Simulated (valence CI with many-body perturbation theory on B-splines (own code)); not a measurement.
# W XXXV: key properties

Level of theory: configuration interaction combined with many-body perturbation theory (CI+MBPT): four valence electrons over a frozen Dirac-Fock core [Kr], radial functions for each j: 7 s, 7 p, 8 d, 6 f, 4 g, 1 h, with the one-electron correlation potential Σ1 (screened to all orders), the two-electron term Σ2, the three-electron term Σ3, Breit, model QED; selected single and double excitations, second order for the rest, scaled by the run's own slope (own B-spline code, finite nucleus).

The last digits are not significant, and no measured levels were compared; by estimate large intervals hold to a few tenths of a per cent, small ones and those within an open d or f shell to about a per cent. The list stops below the first excitations out of the core.

Levels are named by their leading jj configuration (3d3/2^4 stands for four electrons in 3d with j = 3/2), which in mixed levels can hold well under half, so a name can repeat and another be missing.

Rates and lifetimes use the calculated energies. Strong lines usually hold to 10 to 20 %, long lifetimes can be off by a factor of two.

**Question.** What is the ground level?

**Answer.** (4d3/2^4) J=0, composition 58 % 4d⁴ ³P + 30 % 4d⁴ ⁵D + 12 % 4d⁴ ¹S.

**Question.** Name the longest-lived excited levels whose lifetime is computed, and their main decay.

**Answer.** (4d3/2^2 4d5/2^2) J=6 at 302130 cm⁻¹ lives 70.2 ms, mostly by M1 to (4d3/2^2 4d5/2^2) J=5. The lifetime of (4d3/2^3 4d5/2) J=4 is too uncertain to give, and may be longer.

**Question.** How well does LS coupling describe the low levels?

**Answer.** Among the lowest 20 levels the leading LS term, summed over configurations, holds 47 % on average. For single configurations the figures are 47 % in LS and 94 % in jj coupling. Terms mix most in the J = 3 level at 169390 cm⁻¹, where the leading one holds 28 %.

**Question.** What is the ionisation energy?

**Answer.** 1456.4 eV; NIST lists 1459.9 ± 1.5 eV (semi-empirical).
